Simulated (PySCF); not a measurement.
# Broadened absorption spectrum of Ge(OAc)H3

Compound: Ge(OAc)H3, C2H6GeO2.
Cartesian coordinates in Å at the PBE0-D3(BJ)/def2-SVP level; atoms count from 1:
```
atom  x, y, z in Å
Ge1   -0.3196   -0.6236   -1.9391
O2    -0.3477   -0.6401   -0.0997
C3     0.2380    0.4168    0.4533
C4     0.2123    0.3850    1.9527
O5     0.7348    1.2962   -0.2126
H6     0.6741    1.2930    2.3555
H7     0.7521   -0.5044    2.3096
H8    -0.8256    0.2944    2.3041
H9     1.1350   -0.6544   -2.4152
H10   -1.1058    0.5914   -2.4390
H11   -1.0497   -1.9398   -2.2388
```

Method used: TDDFT CAM-B3LYP/def2-SVPD, vertical, gas phase, core orbitals frozen in the response in PySCF. Relativistic effects, spin–orbit coupling among them, are left out although an element past zinc is present.

Broadening: Gaussians 0.4 eV wide at half height, area fixed by f = 4.319×10⁻⁹ ∫ε dν̃. The width is an assumption, not a result. The curve ends short of the highest state used, and states not computed would add to its high-energy end.

E (eV), ε (L mol⁻¹ cm⁻¹) and a bar:
```
     5.37          0 
     5.48          1 
     5.60          4 
     5.71         13 
     5.83         29 
     5.95         40 
     6.06         35 
     6.18         18 
     6.29          6 
     6.41          1 
     6.53          0 
     6.64          0 
     6.76          6 
     6.87         47 
     6.99        254 #
     7.11        839 ##
     7.22       1619 ####
     7.34       2070 #####
     7.45       1737 ####
     7.57       1104 ###
     7.69        854 ##
     7.80        937 ##
     7.92       1540 ####
     8.04       3793 ##########
     8.15       7663 ####################
     8.27      11424 #############################
     8.38      11648 ##############################
     8.50       8868 #######################
     8.62       6711 #################
     8.73       7314 ###################
```

**Question.** Where are the band maxima, and which computed states make them?

**Answer.** 208 nm (5.96 eV), ε about 40, made up of S1 (100%); 169 nm (7.34 eV), ε about 2100, made up of S2 (99%); 149 nm (8.33 eV), ε about 12000, made up of S6 (69%) and S8 (25%) (ε in L mol⁻¹ cm⁻¹; maxima over ε = 5, shares over 10%). At its high-energy end, 8.73 eV, the curve is still rising (ε about 7300, from S8 and S11). The states used: S1 5.97 eV (f 0.0006); S2 7.34 eV (f 0.030); S3 7.76 eV (f 0.0001); S4 7.79 eV (f 0.010); S5 8.21 eV (f 0.0099); S6 8.29 eV (f 0.127); S7 8.32 eV (f 0.0001); S8 8.45 eV (f 0.058); S9 8.68 eV (f 0.0087); S10 8.80 eV (f 0.012); S11 8.89 eV (f 0.099); S12 9.11 eV (f 0.029); S13 9.23 eV (f 0.0001); S14 9.25 eV (f 0.226); S15 9.33 eV (f 0.098).

**Question.** On this curve, what absorbance would a 10⁻³ mol/L sample give at 222 nm over a 1 cm path?

**Answer.** 222 nm is 5.585 eV, where ε is about 3.3 L mol⁻¹ cm⁻¹, so A = ε c l ≈ 0.0033 (Beer–Lambert, with the gas-phase spectrum and the assumed width).

**Question.** What would ε be at 8.33 eV, the highest of these maxima, with half the width (0.2 eV)?

**Answer.** About 18600 L mol⁻¹ cm⁻¹ against 12000, a factor of about 1.5; a lone state at its own centre would give exactly 2.

**Question.** Does any computed singlet lie in the visible range?

**Answer.** No computed singlet lies in the visible range (380 to 750 nm); the lowest, at 208 nm, stands 2.70 eV above its violet end (3.26 eV).

All these states lie below the vertical ionisation energy of 10.47 eV (ΔSCF).

The run took 68 s (with the writing of density and orbital grids) on one thread of an Arm Neoverse V2, shared host, and the process peaked at 0.92 GiB of memory.

One conformer stands for the species.
